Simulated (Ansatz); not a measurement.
Input file for CH3Cl3Hf (`[CH3][Hf]([Cl])([Cl])[Cl]`):

```yaml
crystal:
  periodic: [false, false, false]
  atoms:
    - {symbol: C, position_ang: [-0.915963, -0.146863, 0.720537]}
    - {symbol: Hf, position_ang: [0.781961, 0.125185, -0.614946]}
    - {symbol: Cl, position_ang: [2.517343, -1.112750, 0.325627]}
    - {symbol: Cl, position_ang: [0.083931, -0.696432, -2.680486]}
    - {symbol: Cl, position_ang: [1.196089, 2.417964, -0.632690]}
    - {symbol: H, position_ang: [-0.682616, 0.214734, 1.728625]}
    - {symbol: H, position_ang: [-1.189257, -1.205668, 0.795622]}
    - {symbol: H, position_ang: [-1.791478, 0.403819, 0.357711]}
basis:
  gaussian: {orbitals: def2-SVP}
correlation: {method: ccsd_t}
```

```sh
$ ansatz run in.yaml --threads 4 --pin off --events-out ev --progress --plain --max-ram 10444MiB
```

Output of Ansatz, abridged:

```
Functional definition: HF
1104 factors; integrals over basis functions are off by at most 8.5e-4 eV
mean field evaluation 1: about -39871.7226 eV, gradient 3.4e1 eV
mean field evaluation 2: about -39871.7317 eV, gradient 3.4e1 eV
mean field evaluation 4: about -39875.1324 eV, gradient 2.7e0 eV
mean field evaluation 8: about -39875.1738 eV, gradient 9.0e-2 eV
mean field evaluation 16: about -39875.1574 eV, gradient 9.1e-1 eV
mean field -39875.17382912 eV, -1465.3856098566 hartree, gradient 2.9e-6 eV, S^2 0.000000; 0 other end points of the search recorded, 0 dependent functions left out
16 core orbitals not correlated: weight in the atoms' cores, before any rotation towards them, 1.000 or more for the frozen orbitals, at most 0.000 for the correlated occupied ones
reference -39875.17382912 eV, -1465.3856098566 hartree; 20, 20 occupied and 79, 79 virtual orbitals, 1104 factors
second order -20.67344121 eV of doubles, -0.00000000 eV of singles
cycle   1  -21.32692545 eV  change   -6.5e-1 eV  update   1.3e-1
cycle   2  -21.77280565 eV  change   -4.5e-1 eV  update   4.1e-2
cycle   3  -21.91621804 eV  change   -1.4e-1 eV  update   2.3e-2
cycle   4  -21.91105973 eV  change    5.2e-3 eV  update   5.4e-3
cycle   5  -21.90811395 eV  change    2.9e-3 eV  update   1.6e-3
cycle   6  -21.90785188 eV  change    2.6e-4 eV  update   5.0e-4
cycle   7  -21.90779476 eV  change    5.7e-5 eV  update   1.8e-4
cycle   8  -21.90787111 eV  change   -7.6e-5 eV  update   5.4e-5
cycle   9  -21.90789334 eV  change   -2.2e-5 eV  update   1.7e-5
perturbative correction -0.65368553 eV, -0.0240225000 hartree
Total energy: -39897.73540799 eV, -1466.2147325872 hartree
```

Run time 7.5 s (4 threads of an AMD EPYC 7B13 on a shared host); peak host memory 0.61 GiB.

Correlation energy per correlated electron: -0.564 eV. T1 diagnostic: 0.0141.
